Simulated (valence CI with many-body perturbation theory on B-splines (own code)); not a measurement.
Results of a calculation; reference values are marked as such.
**Sensitivity of CI+MBPT for Kr XIV**

Method: relativistic CI+MBPT: five valence electrons over a frozen Dirac-Fock core [Ar], radial functions for each j: 6 s, 6 p, 5 d, 5 f, 1 g, with the one-electron correlation potential Σ1, the two-electron term Σ2, the three-electron term Σ3, Breit, model QED; selected CI, second order for the rest, scaled by the run's own slope (own B-spline code, finite nucleus).

No measured levels were compared; by estimate terms of the open shell hold to 2 to 4 % of their energy, and close levels can change places. Among the levels kept, up to 350 cm⁻¹ of a level comes from second order outside the variational space, and about a tenth of that is noise between levels of different J, which matters for small intervals. Only levels of the ground parity were solved; by the run's estimate the other parity begins above the list, which can be wrong where configurations are misplaced.

The reference run has the lowest level 3d5 6S_5/2 and an ionisation energy of 445.525 eV. Its largest variational space holds 9985 state functions.

Names give the largest LS component (configuration and term), which can be under half, so a name can repeat, a term be missing and a line seem to break the LS rules; names also repeat where a configuration has a term twice.

Changed runs:
A. size limit of the variational space 10000 → 3000; QED terms on → off; second order for the rest on → off
B. averaging of valence orbitals over low configurations on → off; scale of Σ1 1 → 0
C. correlating orbitals by l 3 3 3 3 1 → 5 6 3 0 3; size limit of the variational space 10000 → 1500; second order for the rest on → off
D. Davidson tolerance 2e-05 → 0.03 (bad on purpose)

Excitation energies of the reference run in cm⁻¹, and shifts in cm⁻¹:

| Level | Reference | A | B | C | D |
| --- | --- | --- | --- | --- | --- |
| 3d5 4G_5/2 | 73454 | +966 | -218 | +1484 | +0.9 |
| 3d5 4G_11/2 | 74820 | -538 | -300 | -253 | -0.2 |
| 3d5 4G_7/2 | 74971 | +1319 | -288 | +1071 | +1.0 |
| 3d5 4G_9/2 | 75620 | +525 | -321 | +529 | +0.6 |
| 3d5 4P_5/2 | 79190 | +1480 | -240 | +2871 | +1.3 |
| 3d5 4P_3/2 | 81407 | +260 | -274 | +1936 | +0.4 |
| 3d5 4P_1/2 | 84097 | -2130 | -358 | +136 | -0.5 |
| 3d5 4D_7/2 | 90631 | +1670 | -378 | +1922 | +1.1 |
| 3d5 4D_1/2 | 94404 | -2243 | -498 | -549 | -0.5 |
| 3d5 4D_5/2 | 95513 | +1325 | -495 | +2583 | +1.4 |
| 3d5 4D_3/2 | 96225 | +98 | -532 | +1571 | +0.3 |
| 3d5 2I_11/2 | 107563 | -268 | -392 | -84 | +0.2 |
| Ionisation energy (eV) | 445.525 | -0.414 | -2.207 | -0.575 | -8.1e-05 |
